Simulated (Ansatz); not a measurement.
Species: sum formula H$_{3}$BO$_{2}$, charge 0, multiplicity 1. SMILES: OBO
Geometry from a B3LYP-D3(BJ)/def2-TZVP (Ansatz, an electronic-structure program) optimisation:
```
B
O 1 1.3567
H 2 0.9653 1 112.89
O 1 1.3670 2 119.37 3 0.00
H 4 0.9609 1 113.80 2 180.00
H 1 1.1934 2 118.36 3 180.00
```

CCSD(T) with Ansatz in growing basis sets, 18 correlated electrons. Valence correlation only, unless marked. UHF or UKS for open shells. Spin-orbit coupling is left out. No relativistic terms. Costs are ratios of core time to the smallest set, on shared machines of one kind, and rough; they hold the program's checks for lower states.

```csv
basis,functions,cost over smallest,E(corr) (Eh),electronic atomisation energy (kcal/mol)
cc-pVTZ,132,1×,-0.6192,571.5
cc-pVQZ,255,9×,-0.6618,580.5
```

Formally CCSD grows as o²v⁴ and (T) as o³v⁴; with o = 9 and v going from 120 to 243 both grow 17-fold in the last step, while integrals and the mean field grow more slowly. That step adds 42.6 mEh of correlation energy and 9.0 kcal/mol to the atomisation energy.
